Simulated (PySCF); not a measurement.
siletan-3-ol (C3H8OSi), SMILES OC1C[SiH2]C1. Atoms are numbered in the order given.

```xyz
13

O     -1.9898     0.8305     0.0667
C     -0.7624     0.2513     0.4589
C      0.4424     1.1114     0.0080
Si     1.4103    -0.5136    -0.1775
C     -0.3937    -1.1147    -0.1991
H     -2.7022     0.2488     0.3740
H     -0.7214     0.1325     1.5615
H      0.7336     1.9331     0.6765
H      0.2176     1.5248    -0.9904
H      2.1818    -0.9185     1.0301
H      2.2567    -0.7212    -1.3843
H     -0.7676    -1.1184    -1.2377
H     -0.7414    -2.0230     0.3145
```
Charge 0, spin multiplicity 1.

Coordinates come from a TPSSh-D3(BJ)/def2-SVP optimisation. One conformer was computed; it need not be the lowest.

Calculation: PBE/pcSseg-1 (PySCF).

GIAO shieldings, no solvent; atoms listed in one row are averaged. δ = σ(ref) − σ: ¹⁷O against H2O (σ = 334.3 ppm); ¹³C against TMS (σ = 182.0 ppm); ²⁹Si against TMS (σ = 335.4 ppm); ¹H against TMS (σ = 31.49 ppm), references at their B3LYP-D3(BJ)/def2-TZVP geometries, non-relativistic.

Computed chemical shifts:
```tsv
nucleus	atoms	count	δ (ppm)
¹⁷O	O1	1	111.1
¹³C	C2	1	77.0
¹³C	C5	1	27.2
¹³C	C3	1	24.6
²⁹Si	Si4	1	-62.6
¹H	H7	1	4.91
¹H	H11	1	4.76
¹H	H10	1	4.54
¹H	H8	1	1.99
¹H	H9, H13	2	1.83
¹H	H12	1	1.60
¹H	H6	1	1.05
```
